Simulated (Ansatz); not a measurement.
Two isomers of CH6BFOSi: A = `B[SiH](F)OC`, B = `CBO[SiH2]F`.

Isolated molecules relaxed with PBE0-D4/def2-TZVP in Ansatz; ΔE leaves out vibrations. CCSD(T)/CBS adds triple-zeta CCSD(T) − MP2 to the extrapolated MP2 energy (def2 sets, frozen cores). DFT in def2-TZVPP. B3LYP here is the variant with VWN-RPA as its local correlation; programs differ in this. Each species was taken in one conformer, which may not be the lowest.

A:

```xyz
11

B    -0.271   -2.330    0.211
Si   -0.673   -0.367    0.376
F    -0.989   -0.012    1.910
O     0.686    0.374   -0.136
C     0.803    1.732   -0.502
H    -0.801   -3.030   -0.600
H     0.545   -2.830    0.927
H    -1.832    0.185   -0.379
H     1.587    1.823   -1.255
H     1.077    2.337    0.367
H    -0.133    2.119   -0.920
```

B:

```xyz
11

C    -0.846    1.869   -0.048
B    -0.630    0.328   -0.048
O     0.613   -0.198    0.137
Si    1.154   -1.742    0.134
F     1.857   -2.023   -1.266
H    -1.290    2.181   -1.001
H     0.067    2.442    0.119
H    -1.584    2.145    0.714
H    -1.550   -0.437   -0.207
H     0.031   -2.694    0.277
H     2.178   -1.871    1.188
```

Q: Which isomer does CCSD(T)/CBS put lower? Give the gap. (Best estimate.)

A: Ansatz gave: B, by 274.4 kJ/mol.

Q: Give E(B) − E(A) in kJ/mol with B3LYP-D4, CCSD/def2-TZVPP, PBE0-D4, B2PLYP, PBE-D4, MP2/def2-TZVPP, CCSD(T)/def2-TZVPP. (An estimate is asked.)

A: Ansatz gave: B3LYP-D4 -270.6, CCSD/def2-TZVPP -272.5, PBE0-D4 -269.1, B2PLYP -276.4, PBE-D4 -265.2, MP2/def2-TZVPP -284.0, CCSD(T)/def2-TZVPP -273.1. None reverses the order clearly.

Largest T1 diagnostic: 0.012.

From PBE to PBE0 (25 % exact exchange), in def2-TZVPP and without D4, E(B) − E(A) moves by −3.9 kJ/mol.
